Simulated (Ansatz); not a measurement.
Reaction: BNH6 (azaniumylboranuide, SMILES [BH3-][NH3+]) → BNH5 (SMILES [BH2-][NH3+], doublet) + H (doublet) (the B-H bond breaks)
Each species at its own B3LYP-D3(BJ)/def2-TZVP minimum (Ansatz, a quantum-chemistry and plane-wave program).

Property: bond dissociation energy (electronic), in kcal/mol. Open shells are spin-unrestricted; no spin-orbit coupling. CBS(X,Y): correlation extrapolated as X^-3, Hartree-Fock from the larger set. A bracket is a step between two methods taken in the basis named. The functionals are non-relativistic, so their misses hold any scalar relativity. Double hybrids freeze cores in their MP2 part. 'core' is core correlation in cc-pwCVTZ, 'X2C' scalar relativity in cc-pVTZ-DK, both at CCSD(T). For partners of very few electrons the exact lower level stands in for a higher one.

CCSD(T)/CBS(cc-pVTZ,cc-pVQZ) + [CCSDT(Q) - CCSD(T)]/cc-pVTZ + core + X2C (Ansatz) gives 107.6 kcal/mol.

Q: What does PBE/def2-TZVPD (Ansatz) give here, and how do the other levels compare?

A: PBE gives 102.2 kcal/mol, 5.4 kcal/mol below it. Differences of the others: r2SCAN/def2-TZVPD (Ansatz) -5.6; B3LYP/def2-TZVPD (Ansatz) -1.8; PBE0/def2-TZVPD (Ansatz) -4.8; wB97M-V/def2-TZVPD (Ansatz) 0.7; B2PLYP/def2-TZVPD (Ansatz) -2.1; CCSD(T)/CBS(cc-pVTZ,cc-pVQZ) + core + X2C (Ansatz) 0.0 kcal/mol. Nearer than PBE: B3LYP/def2-TZVPD, PBE0/def2-TZVPD, wB97M-V/def2-TZVPD, B2PLYP/def2-TZVPD, CCSD(T)/CBS(cc-pVTZ,cc-pVQZ) + core + X2C.
